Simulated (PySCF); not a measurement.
Molecule: C5H7Ge, net charge -1, singlet state. It need not be the lowest isomer of its formula. Whether it binds its extra electron was not tested at this geometry. SMILES: [GeH3][c]1ccc[cH-]1
Geometry: optimised at B3LYP-D3(BJ)/def2-TZVP (Ansatz).

Dispersion corrections to the total energy (kcal/mol) from the dftd3 and dftd4 libraries through PySCF: D3(BJ) without and D4 with the three-body term, each with the damping fitted for the functional named.

| functional | D3(BJ) | D4 |
|---|---|---|
| BP86 | -12.48 | ___ |
| revPBE | -18.66 | -27.47 |
| CAM-B3LYP | -6.20 | -7.57 |
| TPSSh | -8.89 | -10.82 |
| B3LYP | -13.37 | ___ |
| r2SCAN | -2.16 | -2.23 |
| BHLYP | -10.68 | ___ |

Q: Complete the blanks.

A: 
- BP86, D4: -11.87
- B3LYP, D4: -14.18
- BHLYP, D4: -10.62
